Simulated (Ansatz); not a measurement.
C2H3In⁺, that is InH2(CCH) with one electron fewer. Charge 1, multiplicity 2. Geometry PBE-D4/def2-TZVP.

```xyz
6

In   -0.483    1.116   -0.094
H    -0.798    2.123   -1.504
H    -1.087    2.245    1.111
C     0.322   -0.747    0.068
C     0.810   -1.875    0.166
H     1.236   -2.863    0.253
```

In the def2 sets In takes a core potential; there is no spin–orbit coupling.

(1) Estimate the α-spin orbital energies around the gap (eV) in Ansatz with PBE-D4/def2-TZVP, PBE0-D4/def2-TZVP.

Results:

(1) 
```json
{"orbital": "HOMO−5", "PBE-D4/def2-TZVP": "-18.96", "PBE0-D4/def2-TZVP": "-20.74"}
{"orbital": "HOMO−4", "PBE-D4/def2-TZVP": "-17.36", "PBE0-D4/def2-TZVP": "-18.93"}
{"orbital": "HOMO−3", "PBE-D4/def2-TZVP": "-14.93", "PBE0-D4/def2-TZVP": "-16.37"}
{"orbital": "HOMO−2", "PBE-D4/def2-TZVP": "-13.72", "PBE0-D4/def2-TZVP": "-15.13"}
{"orbital": "HOMO−1", "PBE-D4/def2-TZVP": "-12.94", "PBE0-D4/def2-TZVP": "-14.14"}
{"orbital": "HOMO", "PBE-D4/def2-TZVP": "-12.94", "PBE0-D4/def2-TZVP": "-14.03"}
{"orbital": "LUMO", "PBE-D4/def2-TZVP": "-8.25", "PBE0-D4/def2-TZVP": "-7.42"}
{"orbital": "LUMO+1", "PBE-D4/def2-TZVP": "-6.87", "PBE0-D4/def2-TZVP": "-5.89"}
{"orbital": "LUMO+2", "PBE-D4/def2-TZVP": "-6.70", "PBE0-D4/def2-TZVP": "-5.65"}
{"orbital": "LUMO+3", "PBE-D4/def2-TZVP": "-5.34", "PBE0-D4/def2-TZVP": "-4.17"}
{"orbital": "LUMO+4", "PBE-D4/def2-TZVP": "-3.69", "PBE0-D4/def2-TZVP": "-2.99"}
{"orbital": "LUMO+5", "PBE-D4/def2-TZVP": "-3.66", "PBE0-D4/def2-TZVP": "-2.75"}
{"orbital": "β HOMO", "PBE-D4/def2-TZVP": "-12.84", "PBE0-D4/def2-TZVP": "-13.55"}
{"orbital": "β LUMO", "PBE-D4/def2-TZVP": "-12.00", "PBE0-D4/def2-TZVP": "-11.42"}
```
